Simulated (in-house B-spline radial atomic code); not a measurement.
**RPA and G0W0 on LDA exchange-only: Ne IV (Ne3+)**

Configuration [He] 2s2 2p3, highest spin, mean-field start LDA exchange-only. Computed with a B-spline radial code for spherical atoms: all electrons, scalar-relativistic (spin-free one-electron X2C), finite nucleus, each spin shell either full or empty, empty states to l = 9 with an (l + 1/2)⁻⁴ tail; G0W0 by contour deformation at full frequency.

Command:
```bash
python run_gw.py task.json out
```
Settings (radii: box in bohr, nucleus in fm):
```
Z                        10
electrons                7
configuration            [He] 2s2 2p3
hamiltonian              x2c
method                   lda,
lmax                     9
rms_radius               3.0055
spin_polarised           True
box_radius               14.14
intervals                70
```

Run time, properties included: 0.9 s on 1 thread of AMD EPYC 9R14 (shared host).

Energies (hartree):

| term | value |
| --- | --- |
| mean-field total | -123.18154 |
| Hartree-Fock functional on these orbitals | -124.24035 |
| direct second order | -0.42026 |
| second-order exchange | 0.19986 |
| SOSEX correction | 0.1766 |

Q: What is the RPA correlation energy, and what remains with SOSEX?

A: RPA gives -0.36712 hartree (-1.43 eV per electron); RPA + SOSEX gives -0.19052, and the second-order doubles -0.22041 hartree (no singles). SOSEX takes back 48 % of the RPA value.

Quasi-particle levels (eV):

```
  level  occupied  mean field  Σx - vxc     Σc  QP weight     G0W0
  2p up       yes      -82.37    -16.47      ?          ?        ?
2s down       yes      -94.80    -12.61  -1.94      0.950  -109.35
2p down        no      -72.14     12.39  -4.26      0.956   -64.01
```

G0W0 = mean field + (Σx - vxc) + Σc, with Σc (partial-wave tail included) taken at the quasi-particle energy. Levels of low weight are left out.

Q: Where does G0W0 put 2p up?

A: At -96.90 eV, with Σc = 1.94 eV and a quasi-particle weight of 0.938. The tabulated removal energy is 97.190 ± 0.0025 eV (NIST, semi-empirical).
